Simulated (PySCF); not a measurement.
A small calculation by hand: chemical shift, span and skew from a shielding tensor

(3S)-3-fluorobut-1-ene (C₄H₇F), SMILES C=C[C@H](C)F. Atoms are numbered in the order given.

```xyz
12

C      1.8914     0.5055    -0.0189
C      0.8842    -0.1046    -0.6625
C     -0.4237    -0.4817    -0.0206
C     -1.6213     0.2055    -0.6694
F     -0.4068    -0.1624     1.3377
H      1.8011     0.7531     1.0498
H      2.8269     0.7682    -0.5352
H      0.9703    -0.3604    -1.7337
H     -0.5527    -1.5896    -0.0927
H     -2.5600    -0.1033    -0.1694
H     -1.6923    -0.0590    -1.7433
H     -1.5155     1.3053    -0.5865
```
Charge 0, spin multiplicity 1.

Coordinates come from a PBE-D3(BJ)/def2-SVP optimisation. The values are those of a single conformer.

GIAO shieldings from PBE0/pcSseg-1 (PySCF), non-relativistic, no solvent. The symmetric part of the tensor of C4 has the principal values 143.9, 153.0, 180.8 ppm. The same nucleus in TMS has σ = 186.3 ppm at this level (PySCF, at its B3LYP-D3(BJ)/def2-TZVP geometry).

Q: Work out the isotropic shielding, the ¹³C shift against TMS, the span and the skew.

A: 
σ(iso) = (σ11 + σ22 + σ33)/3 = 159.2 ppm. δ = σ(ref) − σ(iso) = 186.3 − (159.2) = 27.1 ppm.
Span Ω = σ33 − σ11 = 36.9 ppm. Skew κ = 3(σ(iso) − σ22)/Ω = 0.51. Tumbling in solution averages the tensor to δ; in a static solid the shielding alone would spread this spin-1/2 line over Ω.
